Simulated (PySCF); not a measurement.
O2P2, SMILES o1p2op12.

Coordinates come from a B3LYP-D3(BJ)/def2-SVP optimisation.

Two levels are set side by side: PBE/def2-TZVPD (PySCF) and ωB97X/def2-TZVPD (PySCF). Same geometry, gas phase. Differences are taken from unrounded values.

| quantity | ωB97X |
|---|---|
| orbital gap (eV) | 6.79 |
| highest occupied level (eV) | -7.75 |
| lowest empty level (eV) | -0.96 |
| mean polarisability (bohr³) | 65.1 |

### Question
What does PBE give, and how far is it from ωB97X? (The exact figures need the calculation; the answer reports its results.)

### Answer

```tsv
quantity	PBE	PBE minus ωB97X
orbital gap (eV)	1.66	-5.13
highest occupied level (eV)	-5.01	2.73
lowest empty level (eV)	-3.36	-2.39
mean polarisability (bohr³)	61.4	-3.7
```

PBE's occupied levels lie high since its potential decays too fast outside the molecule; exact exchange lowers them and widens the gap. Differences between two approximate levels are no errors against the true value.

Rough cost on one machine, each run with all the roots and properties that it gave: ωB97X against PBE within a factor of 2.
